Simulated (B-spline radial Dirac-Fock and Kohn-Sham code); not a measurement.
Atomic SCF run for O²⁺

ΔSCF core binding energies without Breit or QED terms, calculated with a radial B-spline solver. Keys: rel is the Hamiltonian (dirac, or spin-free x2c and nr, where L3 and M5 stand for the whole 2p and 3d shells), method is hf or an exchange,correlation pair (spin-unpolarised, also for the hole states), nuc the nuclear model, radius_factor scales its radius, rmax is the box in bohr, h the logarithmic mesh step, order the B-spline order, points the quadrature points per cell, c_factor scales the speed of light, and damp, ndamp, maxit and tol steer the iteration. The run stops when the commutator error falls below 10·tol·max(1, Z/10), or the numerical noise floor, and the energy has settled to about 1e-8 Ha; the virial ratio is −V/T.

Input (task.json):

```json
{"items": [{"Z": 8, "q": 2, "cfg": [[1, 0, 2], [2, 0, 2], [2, 1, 2]], "A": 16, "rrms": 2.6991, "do": "settings", "holes": ["K", "L3", "M5"],
  "settings": [{"rel": "dirac", "method": "hf", "nuc": "sphere", "radius_factor": 1.2, "rmax": 45.0, "h": 0.3, "order": 8, "points": 10, "c_factor": 1.0, "maxit": 60, "damp": 0.5, "ndamp": 3, "tol": 1e-06}]}]}
```

Command: `python xray2_run.py task.json out`

Ground-state iterations:

```
iter   energy (Ha)        error
   1      -71.70174034  3.30e-01
   2      -73.06947782  4.63e-02
   3      -73.09812402  1.88e-02
   4      -73.10363383  7.52e-03
   5      -73.10496740  1.66e-03
   6      -73.10499559  2.58e-04
   7      -73.10499623  1.61e-05
   8      -73.10499623  6.31e-07
```

The ground state converged in 8 iterations, with total energy -73.10500 Ha, virial ratio 1.99845 and highest orbital energy -54.25 eV. ΔSCF binding energies: K (1s) 595.9 eV. Holes are computed only in closed shells, and unreliable hole states are left out.
